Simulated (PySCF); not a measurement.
**TaCl₂: one-bond stretch**

Method: PySCF, UPBE0, basis Ta def2-SVP with ECP60, Cl def2-SVP (scalar-relativistic core potentials, no spin–orbit coupling, density fitting).

Rigid scan from the quartet minimum (Ta–Cl 2.306 Å (×2); Cl–Ta–Cl 180.0°). Coordinate: the bond from Ta to the last atom (Cl) scaled, the rest fixed. Energies in kJ/mol from the minimum.

```tsv
scale of one bond	E (kJ/mol)	dipole size (D)	⟨S²⟩
0.92	35.3	1.18	3.76
0.96	7.7	0.59	3.76
1.00	0.0	0.00	3.76
1.05	9.1	0.71	3.76
1.12	42.4	1.67	3.76
1.20	94.6	2.72	3.77
1.35	199.5	4.55	3.77
1.55	320.6	–	3.79
1.80	429.0	–	3.91
2.20	487.3	–	4.42
```

Spin contamination is strong at 2.20, so these points are less reliable.

Other spin states or occupations of the open shell can lie lower. With an element this heavy the missing spin–orbit coupling can shift these numbers.

Other isomers or separated fragments may lie lower.
